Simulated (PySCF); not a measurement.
# Nuclear quadrupole coupling in `NC(=O)CCCCl`

C4H8ClNO.
SMILES with atom numbers: `[NH2:1][C:2](=[O:3])[CH2:4][CH2:5][CH2:6][Cl:7]` (hydrogens: H8, H9 on N1; H10, H11 on C4; H12, H13 on C5; H14, H15 on C6)

Cartesian coordinates in Å at the GFN2-xTB level; atoms count from 1:
```xyz
15
C4H8ClNO angstrom
N     -2.3185    0.8637   -0.2796
C     -1.3076    0.0216    0.0391
O     -1.2892   -0.5994    1.0772
C     -0.2308   -0.0711   -1.0319
C      0.9843   -0.8558   -0.5430
C      1.7499   -0.1072    0.5341
Cl     2.4264    1.4183   -0.1029
H     -3.0756    0.9833    0.3725
H     -2.3287    1.3924   -1.1327
H     -0.6648   -0.5660   -1.9036
H      0.0707    0.9359   -1.3268
H      0.6450   -1.7981   -0.1077
H      1.6457   -1.0725   -1.3834
H      2.5939   -0.6923    0.8976
H      1.0950    0.1551    1.3634
```

Field gradients from the PBE0/pcSseg-1 density (PySCF, non-relativistic), principal values in atomic units, ordered |Vxx| ≤ |Vyy| ≤ |Vzz|:

```
atom      Vxx      Vyy      Vzz
  N1   0.4804   0.5006  -0.9809
  O3   0.7953   0.8050  -1.6003
 Cl7  -1.8339  -1.9433   3.7772
```

Problem. Find the asymmetry η = (Vxx − Vyy)/Vzz and the couplings χ = eQV/h (234.96 MHz × Q in barn × V in au), with Q(14N) = 0.02044 b, Q(17O) = −0.0256 b, Q(35Cl) = −0.0817 b.

Solution. 
```json
{"atom": "N1", "environment": "amide nitrogen", "nucleus": "14N", "η": "0.02", "χzz (MHz)": "-4.711", "χxx (MHz)": "2.307", "χyy (MHz)": "2.404"}
{"atom": "O3", "environment": "amide oxygen", "nucleus": "17O", "η": "0.01", "χzz (MHz)": "9.63", "χxx (MHz)": "-4.78", "χyy (MHz)": "-4.84"}
{"atom": "Cl7", "environment": "alkyl chlorine", "nucleus": "35Cl", "η": "0.03", "χzz (MHz)": "-72.51", "χxx (MHz)": "35.20", "χyy (MHz)": "37.31"}
```

The gradient is axial or nearly so (η below 0.05) at N1, O3 and Cl7. 

Problem. What is Vzz at Cl7 in SI units (1 au = 9.71736 × 10²¹ V/m²)?

Solution. 3.7772 au = 36.705 × 10²¹ V/m².

Problem. And the gradient at the other heavy atoms, for which no coupling is worked out here?

Solution. 
```csv
atom,environment,Vzz (au),η
C2,amide carbonyl carbon,0.438,0.51
C4,sp3 carbon next to a carbonyl,0.065,0.63
C5,chain CH2 carbon,-0.092,0.87
C6,sp3 C–Cl carbon,0.502,0.17
```

Problem. What couplings would deuterons (Q(2H) = 0.00286 b) have in place of the hydrogens, at this geometry?

Solution. 
```json
{"atom": "H8", "bonded to": "N1", "bond length (Å)": "1.006", "Vzz (au)": "0.4149", "η": "0.18", "χzz (kHz)": "279"}
{"atom": "H9", "bonded to": "N1", "bond length (Å)": "1.004", "Vzz (au)": "0.4229", "η": "0.19", "χzz (kHz)": "284"}
{"atom": "H10", "bonded to": "C4", "bond length (Å)": "1.092", "Vzz (au)": "0.3042", "η": "0.04", "χzz (kHz)": "204"}
{"atom": "H11", "bonded to": "C4", "bond length (Å)": "1.092", "Vzz (au)": "0.2977", "η": "0.04", "χzz (kHz)": "200"}
{"atom": "H12", "bonded to": "C5", "bond length (Å)": "1.092", "Vzz (au)": "0.2997", "η": "0.06", "χzz (kHz)": "201"}
{"atom": "H13", "bonded to": "C5", "bond length (Å)": "1.091", "Vzz (au)": "0.3031", "η": "0.04", "χzz (kHz)": "204"}
{"atom": "H14", "bonded to": "C6", "bond length (Å)": "1.089", "Vzz (au)": "0.3025", "η": "0.06", "χzz (kHz)": "203"}
{"atom": "H15", "bonded to": "C6", "bond length (Å)": "1.089", "Vzz (au)": "0.2959", "η": "0.04", "χzz (kHz)": "199"}
```

One conformer (not necessarily the lowest) at the GFN2-xTB geometry, without solvent, vibrations or thermal averaging. GFN2-xTB bond lengths can be off by several hundredths of an ångström, more for odd bonds, and the gradients follow them. The small basis limits the accuracy of the gradients.
